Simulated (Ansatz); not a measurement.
Input and output for `B1C[Se]1`.

```yaml
crystal:
  periodic: [false, false, false]
  atoms:
    - {symbol: B, position_ang: [-0.553537, -0.632304, -0.316633]}
    - {symbol: C, position_ang: [0.259346, 0.576989, 0.133639]}
    - {symbol: Se, position_ang: [1.007850, -1.258039, 0.526724]}
    - {symbol: H, position_ang: [-1.531492, -1.028020, -0.850623]}
    - {symbol: H, position_ang: [0.863550, 1.144519, -0.568000]}
    - {symbol: H, position_ang: [-0.003616, 1.132855, 1.028793]}
basis:
  gaussian: {orbitals: def2-SVP, final_grid: {core_spheres: 20, valence_spheres: 16, degree: 47}}
magnetization: {spin_polarized: true, initial_magnetization: 2}
hamiltonian: {xc: {name: PBE}}
accuracy: high
output: {forces: true}
```

```sh
$ ansatz run in.yaml --threads 2 --pin off --events-out ev --progress --plain --max-ram 4352MiB
```

Shortened log:

```
Functional definition: PBE
  name "PBE"
  cite "Perdew, Burke & Ernzerhof, Phys. Rev. Lett. 77, 3865 (1996) doi:10.1103/PhysRevLett.77.3865"
  parent pbe
  parameter kappa = 0.804
  parameter beta = 0.06672455060314922
  exchange = pbe_x(kappa = kappa, mu = beta*pi^2/3)
  correlation = pbe_c(beta = beta)
1596 factors; integrals over basis functions are off by at most 4.9e-9 eV
mean field evaluation 1: about -67073.6128 eV, gradient 4.6e1 eV
mean field evaluation 2: about -67025.8789 eV, gradient 9.2e1 eV
mean field evaluation 4: about -67085.7186 eV, gradient 5.7e0 eV
mean field evaluation 8: about -67085.9040 eV, gradient 2.0e-1 eV
mean field evaluation 16: about -67085.9042 eV, gradient 3.9e-5 eV
mean field -67085.90421969 eV, -2465.3615076147 hartree, gradient 4.0e-8 eV, S^2 2.006714; 8 other end points of the search recorded, 0 dependent functions left out
the calculation of the forces begins
reference -67085.90422250 eV, -2465.3615077179 hartree; 25, 23 occupied and 50, 52 virtual orbitals, 1596 factors
Total energy: -67085.90422250 eV, -2465.3615077179 hartree
Atom 0 at    -0.553537    -0.632304    -0.316633 Å, force    -2.922341     1.336137    -1.577215 eV/Å
Atom 1 at     0.259346     0.576989     0.133639 Å, force    -0.759169    -1.479908    -0.423293 eV/Å
Atom 2 at     1.007850    -1.258039     0.526724 Å, force     2.920279    -0.480420     1.582373 eV/Å
Atom 3 at    -1.531492    -1.028020    -0.850623 Å, force    -0.337060    -0.342772    -0.185569 eV/Å
Atom 4 at     0.863550     1.144519    -0.568000 Å, force     0.924347     0.488473    -0.389091 eV/Å
Atom 5 at    -0.003616     1.132855     1.028793 Å, force     0.173945     0.478490     0.992795 eV/Å
Dipole moment:     0.454317     0.061180     0.247167 e Å
```

Hardware: 2 threads of an AMD EPYC 7B13 on a shared host. Wall time 5.5 s, peak host memory 0.22 GiB.
